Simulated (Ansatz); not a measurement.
Consider the substitution at a C–Ge bond: `[CH3][Ge]1([NH2])[BH][O]1` + `CCSS` → `CCSSC` + `[NH2][GeH]1[BH][O]1`.

Calculated with Ansatz (gas phase, PBE0-D4/def2-TZVP geometries, no zero-point term in ΔE). CCSD(T)/CBS is the MP2 limit (def2-TZVPP, def2-QZVPP) plus CCSD(T) − MP2 in def2-TZVPP, frozen cores. DFT in def2-TZVPP. B3LYP here is the variant with VWN-RPA as its local correlation; programs differ in this. For Ge outer-core shells are correlated without core-valence functions, which leaves a few kJ/mol of doubt a bond. Scalar relativity is left out up to krypton. Each species was taken in one conformer, which may not be the lowest.

Task: Is it downhill or uphill in electronic energy at CCSD(T)/CBS, and by how much? (Estimate.)

Result: The calculation gave: Uphill: ΔE = +0.39 eV.

Task: What do these levels give: r2SCAN-D4, PBE0-D4, B3LYP-D4, ωB97M-V, r2SCAN, B3LYP, SCS-MP2/def2-TZVPP, CCSD/def2-TZVPP, CCSD(T)/def2-TZVPP, HF/def2-QZVPP, MP2/def2-QZVPP, SCS-MP2/def2-QZVPP? (An estimate is asked.)

Result: Computed: r2SCAN-D4 0.35, PBE0-D4 0.35, B3LYP-D4 0.34, ωB97M-V 0.37, r2SCAN 0.35, B3LYP 0.34, SCS-MP2/def2-TZVPP 0.40, CCSD/def2-TZVPP 0.43, CCSD(T)/def2-TZVPP 0.42, HF/def2-QZVPP 0.37, MP2/def2-QZVPP 0.40, SCS-MP2/def2-QZVPP 0.38 eV.

Largest T1 diagnostic among the species: 0.016.

From PBE to PBE0 (25 % exact exchange), in def2-TZVPP and without D4, ΔE moves by +0.03 eV. In def2-TZVPP, CCSD(T) changes the Hartree–Fock value by +0.04 eV (the triples alone add −0.01 eV) and MP2 by +0.04 eV.
